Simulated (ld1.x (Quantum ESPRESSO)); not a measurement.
Configuration tests for technetium (TM)

```
Element                 : Tc
Generator               : ld1.x (Quantum ESPRESSO) 7.5
Type                    : norm-conserving Troullier–Martins (Kleinman–Bylander form)
Functional              : PW91
Relativity              : fully relativistic
Frozen core             : [Kr]
Valence charge          : 7
Reference configuration : 4d6 5s1 5p0
Partial waves           : 5p (bound, empty): rc 4.20 bohr; 4d (bound): rc 2.05 bohr; 4f channel at 0.1 Ry: rc 4.30 bohr; 5s (bound): rc 2.85 bohr
Local potential         : the s channel
Core correction         : a·sin(br)/r model core inside 2.38 bohr
```

Open shells are filled in proportion to 2j + 1 (rel_dist='average').

Energies are relative to the spin-unpolarised reference configuration 4d6 5s1 5p0; without spin polarisation the order of configurations can differ from experiment.

```
valence configuration  charge  ΔE all-electron (eV)  error AE − PS (meV)
          4d5 5s2 5p0       0                 0.932                  -87
          4d5 5s1 5p0      +1                 9.150                  -75
          4d5 5s0 5p0      +2                24.067                 -105
          4d5 5s1 5p1       0                 4.707                  -89
          4d4 5s2 5p0      +1                12.627                 -352
```

What are ΔE and the potential's error for 4d5 5s0 5p1?

ΔE = 13.755 eV all-electron; the error (AE − PS) is -75 meV.

What are ΔE and the potential's error for 4d4 5s0 5p0?

ΔE = 52.839 eV all-electron; the error (AE − PS) is -516 meV.

Levels in the configuration 4d5 5s1 5p0:

```json
{"level": "4d j=3/2", "all-electron (eV)": "-14.335", "pseudo (eV)": "-14.512"}
{"level": "4d j=5/2", "all-electron (eV)": "-14.039", "pseudo (eV)": "-14.212"}
{"level": "5s j=1/2", "all-electron (eV)": "-11.459", "pseudo (eV)": "-11.462"}
```

ld1.x printed “convergence not achieved” for 1 of the counted tests; its residual had stalled under 1e-8, short of the target of 1e-14.
